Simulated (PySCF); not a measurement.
PySCF input for formate (CHO₂), SMILES O=C[O-], charge -1, PBE0/pcJ-1. The structure is a stationary point at PBE0-D3(BJ)/def2-TZVPD.

```python
import numpy as np
from pyscf import gto, scf, dft
from pyscf.prop.ssc import rks as ssc

mol = gto.M(
    atom='''
    O     0.00000000    1.13098650   -0.20836221
    C    -0.00000000    0.00000000    0.31361056
    O     0.00000000   -1.13098651   -0.20836221
    H     0.00000000    0.00000002    1.45213197
    ''',
    basis='pcJ-1',
    charge=-1,
    spin=0,
    max_memory=1600,
    verbose=3,
)
mf = dft.RKS(mol, xc='pbe0')
mf.grids.level = 3
mf.conv_tol = 1e-10
mf.max_cycle = 100
mf.kernel()
j = ssc.SSC(mf)
j.with_fcsd = True
j.max_cycle_cphf = 80
j.conv_tol = 1e-7
e11 = j.kernel()
```

Program output:

```
converged SCF energy = -188.992903625771
Reduced spin-spin coupling constant K (Hz)
               #0        #1        #2        #3
        0 O    0.00000
        1 C  -28.46538   0.00000
        2 O   -9.67932 -28.46551   0.00000
        3 H    3.81852  18.22494   3.81852   0.00000
Spin-spin coupling constant J (Hz)
               #0        #1        #2        #3
        0 O    0.00000
        1 C   30.29219   0.00000
        2 O   -5.55429  30.29232   0.00000
        3 H  -16.15713 143.00958 -16.15713   0.00000
```

The calculation finished and met its thresholds.

Cost: about 29 core-seconds (a rough figure).
